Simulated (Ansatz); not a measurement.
`F[CH2][SnH3]` + NH₃ → `N[CH2][SnH3]` + H–F at 400 K and 1 bar (substitution at a C–F bond).

Computed with Ansatz on PBE0-D4/def2-TZVP structures; ΔE is electronic, products minus reactants. CBS: MP2 limit from def2 TZ/QZ plus the TZ coupled-cluster correction, frozen cores. This one scheme is used for every species. Elements past krypton have def2 core potentials. For Sn outer-core shells are correlated without core-valence functions, which leaves a few kJ/mol of doubt a bond. One conformer a species, not always the lowest.

```
       species  CCSD(T)/CBS energy (Eh)  H − E (kJ/mol)  S (J/(mol·K))
`F[CH2][SnH3]`               -354.83026           155.4          344.3
           NH₃                -56.50880           104.2          203.1
`N[CH2][SnH3]`               -310.95215           223.5          353.4
           H–F               -100.39570            36.5          182.2
```

H − E and S are ideal-gas, rigid-rotor, harmonic terms from PBE0-D4/def2-TZVP, for one conformer and one mirror image of each species. 1 Eh = 2625.50 kJ/mol, R = 8.31446 J/(mol·K).

Problem. By hand: ΔE, ΔH, ΔS and ΔG.

Solution. ΔE = (-310.95215) + (-100.39570) − (-354.83026) − (-56.50880) = -0.00879 Eh = -23.1 kJ/mol. Δ(H − E) = 223.5 + 36.5 − 155.4 − 104.2 = 0.4, so ΔH = -22.7 kJ/mol. ΔS = 353.4 + 182.2 − 344.3 − 203.1 = -11.8 J/(mol·K). ΔG = -22.7 − 400 × (-11.8)/1000 = -18.0 kJ/mol.

Problem. By hand: the equilibrium constant, and the temperature at which ΔG would vanish if ΔH and ΔS stayed fixed.

Solution. log₁₀ K = −ΔG/(RT ln 10) = 2.4. ΔG = 0 at ΔH/ΔS = 1924 K, though so small a ΔS makes that figure unsure.

The number of gas molecules stays the same, so ΔS is small and ΔH decides. A doubt of 5 kJ/mol in ΔE shifts log₁₀ K by 0.7 here. Other conformers and mirror images would add mixing entropy, several J/(mol·K) or more a flexible species. These are equilibria of isolated gas molecules and say nothing of rates. Largest T1 diagnostic: 0.013 (customary marks: 0.02 for closed shells, 0.045 for open ones).
